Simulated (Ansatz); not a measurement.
This geometry of C2H5NSSi (10 atoms, charge 0, multiplicity 1) is a first-order saddle point.

Level of theory: RKS BHLYP-D4/def2-mTZVP (Ansatz 0.2.0).

```xyz
10
Properties=species:S:1:pos:R:3
N -0.240 -0.125 2.071
Si 0.496 -0.342 0.559
C -0.373 -0.888 -0.922
C -0.060 0.405 -0.973
S -0.417 1.702 -2.146
H 0.271 -0.169 2.930
H -1.190 0.161 2.199
H 1.895 -0.687 0.830
H -0.914 -1.543 -1.584
H 0.616 1.435 -2.960
```

Problem. Which two structures does it join? (They come from a converged band through this point; their orientation in space is the band's.)

Solution. No bond is made or broken. The dihedral C3–C4–S5–H10 goes from -178 to 1°.

Image 0:

```xyz
10
Properties=species:S:1:pos:R:3
N 0.138 0.235 1.938
Si 0.471 -0.492 0.442
C -0.760 -1.075 -0.703
C -0.188 0.053 -1.142
S -0.459 1.056 -2.540
H 0.817 0.303 2.669
H -0.723 0.694 2.160
H 1.816 -1.062 0.561
H -1.548 -1.704 -1.078
H 0.519 1.942 -2.304
```

Image 8:

```xyz
10
Properties=species:S:1:pos:R:3
N 0.144 0.086 2.070
Si 0.578 -0.458 0.524
C -0.575 -0.819 -0.785
C 0.090 0.317 -1.026
S 0.111 1.557 -2.237
H 0.778 0.064 2.844
H -0.695 0.593 2.270
H 1.875 -1.124 0.676
H -1.356 -1.343 -1.307
H -0.868 1.075 -3.027
```

Problem. How far does it lie above each of them?

Solution. 0.286 eV above the first and 0.286 eV above the second. This is the barrier of this one path; another mechanism may lie lower.

Time of the run: 2.3 min on 2 threads of Arm Neoverse V1, on a shared host, peak memory 0.26 GiB.
